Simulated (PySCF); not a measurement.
Compound: C₄H₈F₃NSi.
Structure used (PBE0-D3(BJ)/def2-SVP), in Å, numbered top down from 1:
```xyz
17
C4H8F3NSi angstrom
F      2.1125    1.6597    0.0475
C      2.3712    0.3570    0.2631
F      3.2590   -0.0251   -0.6723
F      2.9954    0.2771    1.4525
Si     0.7649   -0.7204    0.1948
C     -0.2639   -0.2699   -1.3143
C     -1.6759   -0.1275   -0.7198
C     -1.5680    0.4390    0.6984
N     -0.4370   -0.2281    1.3257
H      1.2629   -2.1181    0.3534
H      0.1030    0.6956   -1.7022
H     -0.2213   -0.9936   -2.1406
H     -2.1471   -1.1228   -0.6641
H     -2.3258    0.5039   -1.3460
H     -2.4988    0.2484    1.2593
H     -1.4374    1.5395    0.6572
H     -0.3249   -0.1083    2.3235
```

Level: CAM-B3LYP/def2-SVPD in PySCF, non-relativistic, on one gas-phase PBE0-D3(BJ)/def2-SVP geometry that isn't relaxed in the solvent. The solvent is an IEF-PCM continuum (van der Waals radii × 1.2), and excitations are vertical TDDFT with non-equilibrium linear response and a frozen core. The model holds no explicit solvent molecules, cavitation or dispersion.

| run | E − E(gas) (kJ/mol) | HOMO (eV) | HOMO–LUMO gap (eV) | dipole (D) | lowest singlet (eV) | static polarisability (au) |
| --- | --- | --- | --- | --- | --- | --- |
| gas | 0.00 | -8.51 | 9.57 | 3.06 | 6.27 | 80.0 |
| P | -11.46 | -8.29 | 9.56 | 3.48 | 6.26 | 97.8 |
| Q | -13.54 | -8.26 | 9.55 | 3.55 | 6.26 | 102.0 |

Problem. The runs were made in chloroform and dichloromethane. Which run belongs to which solvent?

Solution. P = chloroform, Q = dichloromethane. The dielectric constants are 4.711 (chloroform), 8.93 (dichloromethane), and the energy falls further as ε rises. The optical constants n² used for the excitations are 2.09, 2.03 in the same order. In this model the ground state sees the solvent through ε alone.

Problem. How constant is the ratio of the lowering to (ε − 1)/(2ε + 1)?

Solution. 
```csv
solvent,(ε − 1)/(2ε + 1),E − E(gas) (kJ/mol),ratio (kJ/mol),polarisation term (kJ/mol)
chloroform,0.356,-11.46,-32.2,-12.32
dichloromethane,0.420,-13.54,-32.2,-14.74
```

The ratio changes by +0.1 % in size from chloroform to dichloromethane. The polarisation term is half the interaction of the solute with the induced surface charges.
